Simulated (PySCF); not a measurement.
All values below come from TPSSh-D3(BJ)/def2-TZVP // B3LYP-D3(BJ)/def2-TZVP in PySCF. Isolated molecules, 0 K electronic values unless said otherwise. 

Reference species (SMILES): `[Cl][SnH2]` (neutral, multiplicity 2).

```json
{
  "dipole_moment": "2.50 D"
}
```

Changed species: `[Sn]([Cl])([Cl])[Cl]` (radical fragment; the reference has radical fragment).

Task: Predict the effect on the dipole moment.

Result: the dipole moment decreases by 0.42 D, to 2.08 D.
